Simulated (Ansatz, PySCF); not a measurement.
hydrogen selenide (H2Se), SMILES [SeH2]. Atoms are numbered in the order given.

```xyz
3

Se     0.0000     0.0000     0.0566
H      0.0000    -1.0493    -0.9621
H      0.0000     1.0493    -0.9621
```
Charge 0, spin multiplicity 1.

Geometry: ωB97X-D3(BJ)/def2-TZVPD.

Vertical ionisation energy (IE) and electron affinity (EA) in eV. Rows of orbital energies are one-electron estimates. Where ΔSCF, EOM or ADC give a negative EA the extra electron is unbound and the value depends on the basis.

```csv
level,IE,EA
"−ε(HOMO), −ε(LUMO), PBE0/def2-TZVPD (PySCF)",[?],[?]
"−ε(HOMO), −ε(LUMO), r2SCAN/def2-TZVPD (PySCF)",6.23,0.57
"−ε(HOMO), −ε(LUMO), PBE/def2-TZVPD (PySCF)",5.97,0.89
EOM-CCSD/aug-cc-pVDZ (PySCF),9.60,-0.62
ADC(3)/aug-cc-pVDZ (PySCF),9.63,-0.62
"ΔSCF, ωB97X-V/def2-TZVPD (Ansatz), final states of multiplicity 2 and 2",9.85,-1.36
"ΔSCF, PBE/def2-TZVPD (Ansatz), final states of multiplicity 2 and 2",9.79,-1.00
```

Q: What belongs in the gaps? (An estimate is asked for; the answer gives what the named calculation found.)

A: 
- −ε(HOMO), −ε(LUMO), PBE0/def2-TZVPD (PySCF), IE: 7.14
- −ε(HOMO), −ε(LUMO), PBE0/def2-TZVPD (PySCF), EA: 0.15

Q: What vertical singlet–triplet gap does ΔSCF give with ωB97X-V/def2-TZVPD (Ansatz, an electronic-structure program) and with PBE/def2-TZVPD (Ansatz)? (Estimate from the structure and the level; the computed values follow.)

A: 5.15 and 4.87 eV (triplet above singlet where positive).

Q: Beyond the first one, list the lowest photoelectron lines from PySCF with ADC(3)/aug-cc-pVDZ with their pole strengths (two spins summed). (An estimate is asked for; the answer gives what the named calculation found.)

A: 12.76 eV (1.83), 14.72 eV (1.80), 18.56 eV (0.08).
